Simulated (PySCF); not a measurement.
An unknown shows these calculated signals:

¹H NMR (500 MHz, computed): δ 7.22 (m, 1H), 7.20 (d, 1H), 6.81 (m, 1H), 6.50 (d, 1H), 3.39 (m, 2H), 3.26 (br s, 1H), 2.84 (m, 2H), 1.94 (m, 2H).

¹³C{¹H} NMR (computed): δ 148.8 (C), 135.4 (CH), 132.7 (CH), 122.9 (C), 121.6 (CH), 117.6 (CH), 45.6 (CH2), 31.4 (CH2), 26.0 (CH2).

Fast rotation and ring inversion assumed for equivalent nuclei, gas phase, a single conformation, no relativistic terms. Coordinates at the GFN2-xTB level; σ from GIAO-PBE0/pcSseg-1; PySCF 2.14.

δ = σ(ref) − σ, references computed at the same level: ¹H (σ = 31.72 ppm) and ¹³C (σ = 186.93 ppm) vs TMS.

Question: Which of these does the molecule contain: a Si–CH3 group, an NH or NH2 group, a tert-butyl group, a benzene ring, an OH group?

Answer: 
- A Si–CH3 group: no.
- An NH or NH2 group: yes (δH 3.26 (br s)).
- A tert-butyl group: no.
- A benzene ring: yes.
- An OH group: no.

The data belong to `c1ccc2c(c1)CCCN2`, C$_{9}$H$_{11}$N; they needn't prove each group on their own.

Carbon signals by region: 6 in the sp2 and nitrile region (100–160 ppm), 3 below 50 ppm.

The OH or NH signal is concentration- and solvent-dependent in practice; the value given is the gas-phase one. Shifts are as computed. Against solution values, carbons near 30 ppm lie about +3 ppm off and those near 130 ppm about +5 ppm. Of 1211 compounds with measured shifts, 218 miss one by over three times the rms of a fit or turn the order of signals round; such compounds aren't used in these exercises. No couplings were computed; multiplicities are counted from neighbouring protons, with m where these are inequivalent, close in shift, in a saturated or five-membered ring or joined by F or P, and br s for small geminal =CH2 splittings.
